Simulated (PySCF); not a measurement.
Mg(SeH)(SiH3) (H₄MgSeSi), SMILES [SiH3][Mg][SeH]. Heavy atoms are numbered as in [Mg:1]([SeH:2])[SiH3:4]. Hydrogens are named by the atom that carries them.

Geometry: TPSSh-D3(BJ)/def2-SVP. One conformer was computed; it need not be the lowest.

Computed with PBE0/pcSseg-2 (PySCF).

GIAO shieldings, no solvent; atoms alike by connectivity are averaged. δ = σ(ref) − σ: ⁷⁷Se against Me2Se (σ = 1739.2 ppm); ¹H against TMS (σ = 31.54 ppm); ²⁹Si against TMS (σ = 341.9 ppm), references at their B3LYP-D3(BJ)/def2-TZVP geometries, non-relativistic.

| atoms | nucleus | count | δ (ppm) |
|---|---|---|---|
| Se2 (SeH) | ⁷⁷Se | 1 | -544.0 |
| H on Si4 | ¹H | 3 | … |
| H on Se2 | ¹H | 1 | -0.41 |
| Si4 (SiH3) | ²⁹Si | 1 | … |

Problem. Complete the blanks. (An estimate is asked for; the answer gives what the named calculation found.)

Solution. 
- Si4 (SiH3), δ (ppm): -149.5
- H on Si4, δ (ppm): 3.24
